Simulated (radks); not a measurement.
Neutral hydrogen, 1s1. All-electron calculation, non-relativistic Kohn-Sham, PBE, spin-polarised, spherical densities, point nucleus. Program: a radial shooting solver on a logarithmic mesh with Libxc functionals. Every spin shell is full or empty, so the densities are truly spherical. Functionals are evaluated on that one density, not self-consistently. Rank these orbital-free kinetic functionals by their error against the exact value of the orbitals, and give that value: Thomas-Fermi, von Weizsacker, TF + vW/9, TF + vW/5, APBEK, Thakkar, Pearson, DePristo-Kress, Ernzerhof.

Answer. Exact: 0.494812 hartree. From best to worst, with 100 (|E| - |E exact|)/|E exact| (equal figures are ties): von Weizsacker 0.00, APBEK +1.56, Thakkar +1.92, DePristo-Kress +1.98, TF + vW/9 +2.12, Pearson -2.89, Ernzerhof +5.74, Thomas-Fermi -8.99, TF + vW/5 +11.01.
